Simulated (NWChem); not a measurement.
System: ScHOF2; SMILES [Sc]([F])([F])[OH]

Output (shortened):

```
             Northwest Computational Chemistry Package (NWChem) 7.3.0
             --------------------------------------------------------

 CS  symmetry detected

                             Geometry "geometry" -> ""
                             -------------------------

 Output coordinates in angstroms (scale by  1.889725989 to convert to a.u.)

  No.       Tag          Charge          X              Y              Z
 ---- ---------------- ---------- -------------- -------------- --------------
    1 Sc                  21.0000     0.00029126     0.01471132     0.00000000
    2 F                    9.0000    -1.54921000     0.99139124     0.00000000
    3 F                    9.0000     1.60091545     0.90499041     0.00000000
    4 O                    8.0000    -0.05003752    -1.82437342     0.00000000
    5 H                    1.0000    -0.07116546    -2.78138524     0.00000000

 Effective nuclear repulsion energy (a.u.)     205.7701827567

      Symmetry information
      --------------------

 Group name             Cs
 Group number              2
 Group order               2
 No. of unique centers     5

                                 NWChem DFT Module
                                 -----------------

 Summary of "ao basis" -> "ao basis" (spherical)
 ------------------------------------------------------------------------------
       Tag                 Description            Shells   Functions and Types
 ---------------- ------------------------------  ------  ---------------------
 Sc                         def2-svp                11       31   5s3p2d1f
 F                          def2-svp                 6       14   3s2p1d
 O                          def2-svp                 6       14   3s2p1d
 H                          def2-svp                 3        5   2s1p

      Symmetry analysis of basis
      --------------------------

        a'         55
        a"         23

            General Information
            -------------------
          SCF calculation type: DFT
          Wavefunction type:  closed shell.
          No. of atoms     :     5
          No. of electrons :    48
           Alpha electrons :    24
            Beta electrons :    24
          Charge           :     0
          Spin multiplicity:     1
          Use of symmetry is: on ; symmetry adaption is: on
          Maximum number of iterations: 150
          AO basis - number of functions:    78
                     number of shells:    32
          Convergence on energy requested:  1.00D-06
          Convergence on density requested:  1.00D-05
          Convergence on gradient requested:  5.00D-04

              XC Information
              --------------
                     Hartree-Fock (Exact) Exchange  1.000
                   CAM-Becke88 Exchange Functional  1.000
                      VWN V Correlation Functional  0.190 local
              Lee-Yang-Parr Correlation Functional  0.810

           Range-Separation Parameters
           ---------------------------
           Alpha           :  0.19
           Beta            :  0.46
           Gamma           :  0.33
           Short-Range HF  :     F

             Grid Information
             ----------------
          Grid used for XC integration:  medium
          Radial quadrature: Mura-Knowles
          Angular quadrature: Lebedev.
          Tag              B.-S. Rad. Rad. Pts. Rad. Cut. Ang. Pts.
          ---              ---------- --------- --------- ---------
          Sc                  1.60      112          10.0       590
          F                   0.50       49          11.0       434
          O                   0.60       49           8.0       434
          H                   0.35       45          11.0       434
          Grid pruning is: on
          Number of quadrature shells:   304
          Spatial weights used:  Erf1

      Superposition of Atomic Density Guess
      -------------------------------------

 Sum of atomic energies:       -1033.40733020

      Non-variational initial energy
      ------------------------------

 Total energy =   -1033.236898
 1-e energy   =   -1830.685350
 2-e energy   =     591.678269
 HOMO         =      -0.523003
 LUMO         =      -0.100045

      Symmetry analysis of molecular orbitals - initial
      -------------------------------------------------

  Numbering of irreducible representations:

     1 a'          2 a"

  Orbital symmetries:

     1 a'          2 a'          3 a'          4 a'          5 a'
     6 a'          7 a'          8 a"          9 a'         10 a'
    11 a'         12 a'         13 a"         14 a'         15 a'
    16 a'         17 a'         18 a'         19 a"         20 a"
    21 a'         22 a'         23 a"         24 a'         25 a'
    26 a'         27 a'         28 a"         29 a"         30 a"
    31 a'         32 a'         33 a'         34 a'

   convergence    iter        energy       DeltaE   RMS-Dens  Diis-err
 ---------------- ----- ----------------- --------- --------- ---------
 d= 0,ls=0.0,diis     1  -1035.8213812705 -1.24D+03  2.72D-02  2.15D+00
 d= 0,ls=0.0,diis     2  -1034.9555845172  8.66D-01  1.66D-02  1.30D+01
 d= 0,ls=0.0,diis     3  -1036.0954158738 -1.14D+00  1.55D-03  4.75D-02
 d= 0,ls=0.0,diis     4  -1036.0987512008 -3.34D-03  6.28D-04  6.86D-03
 d= 0,ls=0.0,diis     5  -1036.0993193082 -5.68D-04  2.45D-04  1.54D-03
  Resetting Diis
 d= 0,ls=0.0,diis     6  -1036.0994592364 -1.40D-04  5.20D-05  5.45D-05
 d= 0,ls=0.0,diis     7  -1036.0994645617 -5.33D-06  1.19D-05  9.29D-07
 d= 0,ls=0.0,diis     8  -1036.0994646343 -7.26D-08  5.33D-06  5.79D-07

         Total DFT energy =    -1036.099464634274
      One electron energy =    -1835.905272139288
           Coulomb energy =      663.059246428995
    Exchange-Corr. energy =      -69.023621680702
 Nuclear repulsion energy =      205.770182756721

 Numeric. integr. density =       48.000001551889

                  Occupations of the irreducible representations
                  ----------------------------------------------

                     irrep           alpha         beta
                     --------     --------     --------
                     a'               19.0         19.0
                     a"                5.0          5.0

                       DFT Final Molecular Orbital Analysis
                       ------------------------------------

 Vector   22  Occ=2.000000D+00  E=-4.341477D-01  Symmetry=a'
              MO Center=  2.2D-02,  9.2D-01,  4.8D-16, r^2= 2.9D+00
   Bfn.  Coefficient  Atom+Function         Bfn.  Coefficient  Atom+Function
  ----- ------------  ---------------      ----- ------------  ---------------
    36      0.463742  2 F  py                50     -0.463949  3 F  py
    39     -0.333100  2 F  py                53      0.332363  3 F  py
     9      0.173911  1 Sc px                20      0.061561  1 Sc d -2
    12     -0.059962  1 Sc px                 6     -0.053846  1 Sc px
    15     -0.038704  1 Sc d -2              35      0.033421  2 F  px

 Vector   23  Occ=2.000000D+00  E=-3.904621D-01  Symmetry=a"
              MO Center= -4.6D-02, -1.7D+00, -5.5D-16, r^2= 9.8D-01
   Bfn.  Coefficient  Atom+Function         Bfn.  Coefficient  Atom+Function
  ----- ------------  ---------------      ----- ------------  ---------------
    65      0.588819  4 O  pz                68      0.437587  4 O  pz
    16     -0.147865  1 Sc d -1              14      0.123570  1 Sc pz
    11     -0.107468  1 Sc pz                21     -0.094983  1 Sc d -1
    37     -0.053168  2 F  pz                51     -0.053087  3 F  pz
    40      0.037109  2 F  pz                54      0.037042  3 F  pz

 Vector   24  Occ=2.000000D+00  E=-3.804643D-01  Symmetry=a'
              MO Center= -4.4D-02, -1.6D+00, -1.3D-15, r^2= 1.4D+00
   Bfn.  Coefficient  Atom+Function         Bfn.  Coefficient  Atom+Function
  ----- ------------  ---------------      ----- ------------  ---------------
    63      0.588606  4 O  px                66      0.441707  4 O  px
     9     -0.140925  1 Sc px                35      0.136372  2 F  px
    49      0.134218  3 F  px                38     -0.110046  2 F  px
    52     -0.108561  3 F  px                12      0.090647  1 Sc px
    20     -0.068156  1 Sc d -2              15     -0.063458  1 Sc d -2

 Vector   25  Occ=0.000000D+00  E=-3.635557D-02  Symmetry=a'
              MO Center=  9.9D-04,  3.3D-02, -2.1D-12, r^2= 4.2D+00
   Bfn.  Coefficient  Atom+Function         Bfn.  Coefficient  Atom+Function
  ----- ------------  ---------------      ----- ------------  ---------------
    17      0.467267  1 Sc d  0               5      0.453636  1 Sc s
     4      0.398466  1 Sc s                 22      0.321356  1 Sc d  0
     3     -0.318610  1 Sc s                  2      0.063623  1 Sc s
    75     -0.055893  5 H  s                 52     -0.051015  3 F  px
    38      0.049587  2 F  px                33     -0.047882  2 F  s

 Vector   26  Occ=0.000000D+00  E= 3.115261D-02  Symmetry=a"
              MO Center=  1.9D-03,  6.1D-02, -1.5D-14, r^2= 1.2D+00
   Bfn.  Coefficient  Atom+Function         Bfn.  Coefficient  Atom+Function
  ----- ------------  ---------------      ----- ------------  ---------------
    18      0.784494  1 Sc d  1              23      0.385260  1 Sc d  1
    37      0.165503  2 F  pz                51     -0.165958  3 F  pz
    40     -0.153445  2 F  pz                54      0.153876  3 F  pz

 Vector   27  Occ=0.000000D+00  E= 3.505225D-02  Symmetry=a"
              MO Center= -1.3D-03, -3.4D-02,  5.9D-12, r^2= 1.3D+00
   Bfn.  Coefficient  Atom+Function         Bfn.  Coefficient  Atom+Function
  ----- ------------  ---------------      ----- ------------  ---------------
    16      0.779546  1 Sc d -1              21      0.388406  1 Sc d -1
    68      0.219357  4 O  pz                65      0.204156  4 O  pz
    37      0.104934  2 F  pz                51      0.104229  3 F  pz
    40     -0.098896  2 F  pz                54     -0.098243  3 F  pz
    14      0.057198  1 Sc pz                11     -0.028829  1 Sc pz

     Multipole analysis of the density
     ---------------------------------

     L   x y z        total         alpha         beta         nuclear
     -   - - -        -----         -----         ----         -------
     0   0 0 0     -0.000000    -24.000000    -24.000000     48.000000

     1   1 0 0     -0.022587     -0.011294     -0.011294      0.000000
     1   0 1 0     -0.966132     -0.483066     -0.483066      0.000000
     1   0 0 1     -0.000000     -0.000000     -0.000000      0.000000

     2   2 0 0    -29.475553    -94.536661    -94.536661    159.597768
     2   1 1 0      0.181050     -0.167993     -0.167993      0.517036
     2   1 0 1     -0.000000     -0.000000     -0.000000      0.000000
     2   0 2 0    -22.112688   -101.375942   -101.375942    180.639195
     2   0 1 1     -0.000000     -0.000000     -0.000000      0.000000
     2   0 0 2    -19.797078     -9.898539     -9.898539      0.000000

                                 NWChem DFT Module
                                 -----------------

      Symmetry analysis of basis
      --------------------------

        a'         55
        a"         23

            General Information
            -------------------
          SCF calculation type: DFT
          Wavefunction type:  spin polarized.
          No. of atoms     :     5
          No. of electrons :    47
           Alpha electrons :    24
            Beta electrons :    23
          Charge           :     1
          Spin multiplicity:     2
          Use of symmetry is: on ; symmetry adaption is: on
          Maximum number of iterations: 150
          This is a Direct SCF calculation.
          AO basis - number of functions:    78
                     number of shells:    32
          Convergence on energy requested:  1.00D-06
          Convergence on density requested:  1.00D-05
          Convergence on gradient requested:  5.00D-04

              XC Information
              --------------
                     Hartree-Fock (Exact) Exchange  1.000
                   CAM-Becke88 Exchange Functional  1.000
                      VWN V Correlation Functional  0.190 local
              Lee-Yang-Parr Correlation Functional  0.810

           Range-Separation Parameters
           ---------------------------
           Alpha           :  0.19
           Beta            :  0.46
           Gamma           :  0.33
           Short-Range HF  :     F

             Grid Information
             ----------------
          Grid used for XC integration:  medium
          Radial quadrature: Mura-Knowles
          Angular quadrature: Lebedev.
          Tag              B.-S. Rad. Rad. Pts. Rad. Cut. Ang. Pts.
          ---              ---------- --------- --------- ---------
          Sc                  1.60      112          10.0       590
          F                   0.50       49          11.0       434
          O                   0.60       49           8.0       434
          H                   0.35       45          11.0       434
          Grid pruning is: on
          Number of quadrature shells:   304
          Spatial weights used:  Erf1

      Superposition of Atomic Density Guess
      -------------------------------------

 Sum of atomic energies:       -1033.40733020

 Renormalizing density from      48.00 to     47

      Non-variational initial energy
      ------------------------------

 Total energy =   -1019.494076
 1-e energy   =   -1792.546072
 2-e energy   =     567.281813
 HOMO         =      -0.838608
 LUMO         =      -0.366992

   Symmetry analysis of molecular orbitals - initial alpha
   -------------------------------------------------------

  Numbering of irreducible representations:

     1 a'          2 a"

  Orbital symmetries:

     1 a'          2 a'          3 a'          4 a'          5 a'
     6 a'          7 a'          8 a"          9 a'         10 a'
    11 a'         12 a"         13 a'         14 a'         15 a'
    16 a'         17 a'         18 a'         19 a"         20 a"
    21 a'         22 a'         23 a"         24 a'         25 a'
    26 a"         27 a"         28 a'         29 a'         30 a'
    31 a"         32 a'         33 a'         34 a'

   Symmetry analysis of molecular orbitals - initial beta
   ------------------------------------------------------

  Numbering of irreducible representations:

     1 a'          2 a"

  Orbital symmetries:

     1 a'          2 a'          3 a'          4 a'          5 a'
     6 a'          7 a'          8 a"          9 a'         10 a'
    11 a'         12 a"         13 a'         14 a'         15 a'
    16 a'         17 a'         18 a'         19 a"         20 a"
    21 a'         22 a'         23 a"         24 a'         25 a'
    26 a"         27 a"         28 a'         29 a'         30 a'
    31 a"         32 a'         33 a'         34 a'

[...]
```

Level: CAM-B3LYP/def2-SVP, vertical spin-unrestricted ions. Coordinates come from a PBE0/def2-SVP optimisation.

Task: Reconstruct the input file.

Result: One answer among several that fit: the input that was run:
```
start job
memory heap 200 mb stack 900 mb global 1100 mb
geometry units angstroms noautoz
  Sc     0.001028     0.030075     0.000553
  F     -1.551517     1.001908    -0.001249
  F      1.598863     0.925349    -0.001236
  O     -0.043555    -1.809158     0.001448
  H     -0.061693    -2.766231     0.002080
end
basis spherical
  * library def2-svp
end
dft
  xc xcamb88 1.00 lyp 0.81 vwn_5 0.19 hfexch 1.00
  cam 0.33 cam_alpha 0.19 cam_beta 0.46
  iterations 150
  vectors input atomic output neutral.movecs
end
task dft energy
charge 1
dft
  odft
  mult 2
  vectors input atomic output cation.movecs
end
task dft energy
```
